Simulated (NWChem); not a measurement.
# CH5BO2; SMILES COBO

```xyz
9

B     -0.6464     0.7110    -0.0002
H     -1.7209     1.2705    -0.0001
O      0.5292     1.3974    -0.0001
H      0.3963     2.3485     0.0001
O     -0.6536    -0.6376    -0.0005
C      0.5211    -1.4106    -0.0005
H      0.5316    -2.0570     0.8913
H      0.5303    -2.0586    -0.8911
H      1.4289    -0.7886    -0.0017
```
Atoms are numbered in this order, from 1.

Structure relaxed at the PBE0/def2-SVP level.

Problem. Give the principal values of the shielding tensors (ppm) of B1, O3, O5, C6 from LDA (Slater exchange, VWN5)/pcSseg-1, GIAO (NWChem), with their diamagnetic and paramagnetic parts as GIAO splits them.

Solution. 
```
atom   σ11    σ22    σ33  isotropic  diamagnetic  paramagnetic
----  ----  -----  -----  ---------  -----------  ------------
B1    48.7   68.8   89.3       68.9        199.3        -130.3
O3    23.8  242.1  287.4      184.4        390.2        -205.8
O5    60.4  224.5  346.6      210.5        393.0        -182.5
C6    93.9  115.0  181.0      130.0        248.6        -118.7
```
